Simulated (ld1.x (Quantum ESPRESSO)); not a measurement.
**Pt (Z = 78): ultrasoft pseudisation with PW91, scalar-relativistic reference atom.**

ld1.x (Quantum ESPRESSO) 7.5 input, shortened:

```
&input
   title='Pt', zed=78., rel=1, dft='PW91', iswitch=3,
   config='[Xe] 4f14 5d8 6s2 6p0'
 /
 &inputp
   pseudotype=3, tm=.true., lloc=-1, rcloc=1.35,
   nlcc=.false.,
   which_augfun='PSQ', rmatch_augfun_nc=.true.
 /
6
5S  1  0   2.00   0.00  1.35  1.55  0.0
6S  2  0   2.00   0.00  1.35  1.55  0.0
5P  2  1   6.00   0.00  1.45  1.60  0.0
6P  3  1   0.00   0.00  1.45  1.60  0.0
5D  3  2   8.00   0.00  1.30  1.35  0.0
5D  3  2   0.00   0.05  1.30  1.35  0.0
 &test
   configts(1)='5s2 5p6 5d8 6s2 6p0'
 /
```

All-electron outer shells of the reference configuration (PW91, scalar-relativistic, ld1.x):

| shell | level (eV) | outermost node (bohr) | outermost maximum (bohr) |
| --- | --- | --- | --- |
| 4d | -309.77 | 0.20 | 0.42 |
| 5s | -104.66 | 0.49 | 0.87 |
| 4f | -73.03 | – | 0.38 |
| 5p | -58.67 | 0.53 | 0.98 |
| 5d | -8.10 | 0.57 | 1.24 |
| 6s | -6.57 | 1.14 | 2.32 |
| 6p | -1.23 | 1.35 | 3.42 |

**Question.** Does the generator finish with these settings?

**Answer.** Yes, a potential is produced and its reference levels are reproduced.

**Question.** Estimate the cutoffs (Ry, on a coarse ladder) from which the occupation-weighted sum of valence levels, in a spherical-Bessel basis at the reference potential, stays within 10 and 1 mRy of its value at 400 Ry.

**Answer.** 55 Ry and 100 Ry.

**Question.** Does the potential have ghost states?

**Answer.** No extra level below or beside the all-electron valence levels (s, p, d, f tested).

**Question.** Is the overlap operator S = 1 + Σ q|β⟩⟨β| positive definite (Bessel basis up to 400 Ry)?

**Answer.** Yes: its lowest eigenvalue is 0.04 (p channel).

**Question.** Which valence shell sets the plane-wave cutoff?

**Answer.** 5d: its level needs 55 Ry to come within 1 mRy, against 40 Ry for 6s.

**Question.** Tests: 5s2 5p6 5d9 6s1 6p0; 5s2 5p6 5d9 6s0 6p0; 5s2 5p6 5d8 6s0 6p0; 5s2 5p6 5d6 6s0 6p0; 5s1 5p6 5d9 6s1 6p0; 5s2 5p6 5d10 6s0 6p0; 5s2 5p6 5d7 6s0 6p0. Which has the largest error in its energy relative to the reference configuration, and how large is it?

**Answer.** 5s2 5p6 5d6 6s0 6p0, with -162 meV (all-electron minus pseudo) on +106.36 eV.
